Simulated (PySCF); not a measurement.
These are TPSSh-D3(BJ)/def2-TZVP // r2SCAN-D4/def2-SVP in PySCF values and carry that method's errors. Isolated molecules, 0 K electronic values unless said otherwise. One relaxed conformer stands for a flexible species; it need not be the lowest. 

Reference species: [Cd(Cl)(OH)] (neutral, multiplicity 1).

```
Property                                Value
-------------------------------------  ------
coordination number                         2
charge on the central atom (Mulliken)  0.84 e
```

Changed species: [Cd(Cl)(NH2)] (Y = NH2; the reference has Y = OH).

**Question.** Give the shifts of the coordination number and charge on the central atom (Mulliken).

**Answer.** the coordination number stays essentially unchanged; the charge on the central atom (Mulliken) decreases by 0.08 e, to 0.76 e.
